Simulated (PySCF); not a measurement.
BF2Cl, SMILES FB(F)Cl. Geometry optimised at PBE-D3(BJ)/def2-TZVP.

Method: PBE-D3(BJ)/def2-TZVP (PySCF).

Harmonic wavenumbers (cm⁻¹): 330, 408, 580, 675, 1207, 1393. Rotational constants (GHz): 10.21, 4.599, 3.170; symmetry number 2.

Q: Work out the zero-point energy and the ideal-gas rigid-rotor harmonic-oscillator thermochemistry at 298.15 K and 1 atm.

A: ZPE = ½ Σ hcν = ½ × 4593 cm⁻¹ = 27.47 kJ/mol. H − E(el) = 40.02 kJ/mol. Entropy in J/(mol K): translation 164.04, rotation 99.60, vibration 12.87, total 276.51. G − E(el) = -42.42 kJ/mol. Cp = 55.56 J/(mol K).
